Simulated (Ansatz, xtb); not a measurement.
## Two isomers of C7H4BrN

Structure I is `N#Cc1ccccc1Br`, a singlet and structure II is `N#Cc1cccc(Br)c1`, a singlet. Both are isolated molecules in the gas phase, relaxed with PBE0-D3(BJ)/def2-SVP.

Energies in hartree; the thermal terms are from GFN2-xTB frequencies at re-optimised GFN2-xTB minima (ideal gas, soft modes damped towards free rotors, one conformer each, 298.15 K, 1 atm) and include the zero-point energy:

```
                               I            II
E, CCSD(T)/def2-SVP  −2895.067119  −2895.068820
    E, MP2/def2-SVP  −2894.983354  −2894.984341
  E, MP2/def2-TZVPP  −2895.920630  −2895.921274
  zero-point energy      0.086054      0.086046
       H(298 K) − E      0.094858      0.094840
       G(298 K) − E      0.052167      0.052068
```

Q: Correct the CCSD(T) difference for the basis set by the MP2 change, then work out ΔE, ΔE₀, ΔH and ΔG for I → II in kcal/mol (1 Eh = 627.51 kcal/mol) and the equilibrium ratio [II]/[I].

A: 1. Differences II − I: CCSD(T) −0.001701, MP2 in the small set −0.000987, MP2 in the large set −0.000644 Eh.
2. ΔE = −0.001701 + (−0.000644 − (−0.000987)) = −0.001358 Eh = −0.85 kcal/mol.
3. ΔE₀ = ΔE + ΔZPE = −0.001358 + (−0.000008) Eh = −0.86 kcal/mol.
4. ΔH = ΔE + (−0.000018) Eh = −0.86 kcal/mol.
5. ΔG = ΔE + (−0.000099) Eh = −0.91 kcal/mol, so ΔS = (ΔH − ΔG)/T = +0.7 J/(mol K).
6. kT = 0.9442 mEh, so K = [II]/[I] = exp(−ΔG/kT) = exp(+1.54) ≈ 4.7.

The two are too close for this level to say which is favoured. An error of 1 kcal/mol in ΔG would change K by a factor of 5.4. Mirror images and further conformers aren't counted.

As drawn, both hold the same kinds of bond in the same numbers.

Other levels gave ΔE = −1.1 (GFN2-xTB); −0.7 (HF/STO-3G, GFN2-xTB geometries); −0.8 (r2SCAN-D4/def2-SVP, GFN2-xTB geometries); −0.8 (PBE0-D3(BJ)/def2-SVP); −2.2 (HF/def2-SVP); −0.6 (MP2/def2-SVP); −1.1 (CCSD(T)/def2-SVP) kcal/mol. The correlated steps freeze 17 core orbitals; the filled d shell of Br is correlated, in a basis made for valence electrons. Programs: Ansatz 0.2.0, xtb 6.7.1.
